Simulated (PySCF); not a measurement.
Al(Me)(SH)2 (CH₅AlS₂), SMILES [SH][Al]([SH])[CH3]. Geometry: PBE0-D3(BJ)/def2-SVP. The values are those of a single conformer.

Computed equilibrium geometry at PBE0-D3(BJ)/def2-SVP (PySCF confirms it by a frequency run) as a Z-matrix (one conformer of several):
```
Al
C 1 1.9415
H 2 1.1013 1 111.78
H 2 1.1014 3 108.29 1 -123.47
H 2 1.1030 3 107.37 4 -115.58
S 1 2.1926 2 119.54 3 28.32
H 6 1.3506 1 96.13 2 178.57
S 1 2.1927 2 119.49 3 -152.38
H 8 1.3506 1 96.14 2 -178.34
```
Charge 0, spin multiplicity 1.
